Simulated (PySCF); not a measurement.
## Dipole response of Ir²⁺ (iridium, charge +2)

[Xe] 4f14 5d7, high-spin 4F determinant. Calculation: PySCF 2.14, in aug-cc-pVTZ-PP with one added diffuse shell each of s, p, d, f, g type with ECP60MDF (7s7p6d4f3g, 113 functions); scalar relativity through the core potential. Coupled (time-dependent) response in atomic units; α is the mean over directions.

```
method  mean α (bohr³)  C₆ (like pair)  S(−4)
M06-2X           10.23           65.20  27.73
```

S(−4) is the Cauchy moment in α(ω) = α(0) + S(−4) ω² + …

Spin-orbit coupling is absent.

α(iu) at M06-2X:

```
u (hartree)  α(iu) (bohr³)
          0          10.23
     0.0500          10.16
      0.100          9.965
      0.200          9.302
      0.300          8.481
      0.500          6.916
      0.750          5.410
       1.00          4.317
       1.50          2.900
       2.00          2.060
       3.00          1.173
       5.00         0.5120
```

For an ion, C₆ is the dispersion term alone; charge-induced terms of lower order in 1/R come first.

Energies and moments cover only the electrons outside the core potential. Spin-orbit coupling, absent here, splits the open shell strongly.
